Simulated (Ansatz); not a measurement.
Ansatz results at the PBE0-D4/def2-TZVP geometry: HOMO–LUMO gap (PBE0/def2-TZVPP) 5.01 eV; HOMO–LUMO gap (B3LYP/def2-TZVPP) 4.63 eV; HOMO energy (ωB97M-V/def2-TZVPP) -8.91 eV.

Each molecule was computed in one conformer, which needn't be the lowest.

Which molecule gave them?
A. `N[CH](F)[GeH3]`
B. `C[SiH](N)[AlH2]`
C. `S=C1OCO1`
D. `C=C([SeH])[SiH2]F`

B. The others give `N[CH](F)[GeH3]`: 8.66, 8.12, -10.29; `S=C1OCO1`: 6.17, 5.68, -9.41; `C=C([SeH])[SiH2]F`: 5.92, 5.50, -8.92.

B3LYP here is the variant with VWN-RPA as its local correlation; programs differ in this.
